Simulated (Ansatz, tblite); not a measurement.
Forces on the cluster Ag₂O⁻ at its PBE-D4/def2-TZVPD geometry. Charge -1, multiplicity 2.

In the def2 sets Ag takes a core potential; there is no spin–orbit coupling. The xTB rows come from tblite. At r2SCAN0-D4/def2-TZVPD the highest occupied level of the charge -1 doublet lies above zero (up to 0.05 eV). By energy differences its removal costs 1.31 eV (vertical, to the charge 0 singlet, at PBE0-D4/def2-TZVPD). The structure comes from a short search, and lower isomers may exist.

GFN1-xTB (tblite), largest force 1.56 eV/Å:

```xyz
3
positions Å, forces eV/Å
Ag    0.635    1.363   -0.165   -0.127    0.438   -0.651
Ag   -0.913   -0.973   -0.712   -0.305    0.169   -0.714
O     0.278   -0.390    0.877    0.432   -0.606    1.366
```

GFN2-xTB (tblite), largest force 1.17 eV/Å:

```
Ag -0.714 -0.651 -0.664
Ag 0.421 1.063 -0.263
O 0.294 -0.411 0.927
```

r2SCAN0-D4/def2-TZVPD (Ansatz), largest force 0.27 eV/Å:

```
Ag -0.123 -0.245 0.014
Ag 0.164 0.188 0.115
O -0.041 0.057 -0.129
```
